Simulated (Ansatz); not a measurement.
H9NSi2Sn (`N[SiH]([SiH3])[SnH3]`), relaxed with RKS PBE-D4/def2-SVP in Ansatz 0.2.0 from a rough embedded geometry. The force threshold is 0.03 eV/Å; the program also tests the step.

The species carries charge 0 and has multiplicity 1. Sn: def2 effective core potential.

Start:

```xyz
13

N     1.766    0.699   -0.730
Si    0.494    0.376    0.415
Si    0.206   -1.844    0.680
Sn   -1.636    1.412   -0.385
H     1.530    0.157   -1.632
H     2.674    0.167   -0.384
H     0.842    1.013    1.728
H    -0.139   -2.421   -0.546
H     1.471   -2.378    1.202
H    -0.879   -2.020    1.659
H    -2.916    1.108    0.676
H    -2.026    0.661   -1.975
H    -1.386    3.069   -0.707
```

By how much does the energy fall, and how many steps does the optimiser take? (Estimate.)

Computed: 0.58 eV, in 15 steps, 3 of them rejected.

Which bonds change most? (Estimate.)

Ansatz gave: Si2–Si3 from 2.254 to 2.368 Å; Si3–H8 from 1.398 to 1.509 Å; Si2–Sn4 from 2.500 to 2.590 Å; N1–H6 from 1.108 to 1.025 Å.

Give the relaxed structure. (Estimate.)

The calculation gave: 
```xyz
13

N     1.796    0.682   -0.825
Si    0.556    0.339    0.376
Si    0.157   -1.945    0.854
Sn   -1.632    1.433   -0.474
H     1.639    0.322   -1.771
H     2.768    0.500   -0.553
H     0.989    1.016    1.653
H    -0.285   -2.655   -0.402
H     1.402   -2.638    1.355
H    -0.927   -2.110    1.890
H    -3.004    0.954    0.469
H    -1.931    0.939   -2.110
H    -1.527    3.162   -0.463
```
